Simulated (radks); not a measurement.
Ni25+, configuration [He] 2s0.75 3s0.25 (fractional occupations, a model configuration).

Calculated with a radial shooting solver on a logarithmic mesh with Libxc functionals: scalar-relativistic Kohn-Sham, r2SCAN, spin-polarised, spherical densities, finite nucleus; open shells are filled with parallel spins first; meta-GGA in the generalised Kohn-Sham scheme; Fermi nuclear charge, rms radius 3.7757 fm.

Energy parts (eV):
total: -23143.311
kinetic: 23619.920
electron-nucleus: -47497.334
Hartree: 1266.969
exchange-correlation: -532.865

Orbitals (lengths in bohr, moments of r in powers of bohr):
orbital  occ.  eigenvalue (eV)       <r^4>
1s up       1        -10016.52  0.00003793
1s down     1        -10010.83  0.00003780
2s up    0.75        -2369.293    0.005356
3s up    0.25        -1018.733      0.1241

The highest occupied level is 3s up at -1018.7 eV. The electron density at the nucleus is 1.887e+04 e/bohr^3 (large components only). The density falls to 0.001 e/bohr^3 at r = 1.03 bohr.
